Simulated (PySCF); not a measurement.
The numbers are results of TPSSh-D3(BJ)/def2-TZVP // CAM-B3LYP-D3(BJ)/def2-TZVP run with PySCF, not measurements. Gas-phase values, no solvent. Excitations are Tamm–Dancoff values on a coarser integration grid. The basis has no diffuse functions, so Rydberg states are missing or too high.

Reference species (SMILES): `C(=NB)=C` (neutral, multiplicity 1).

The S1 oscillator strength comes out as 0.000 and the T1 excitation (TDA) comes out as 3.48 eV.

Changed species: `CB=C=N`.

Q: What does the change do to the S1 oscillator strength and T1 excitation (TDA)?

A: the S1 oscillator strength stays essentially unchanged; the T1 excitation (TDA) drops by 3.27 eV, to 0.21 eV.
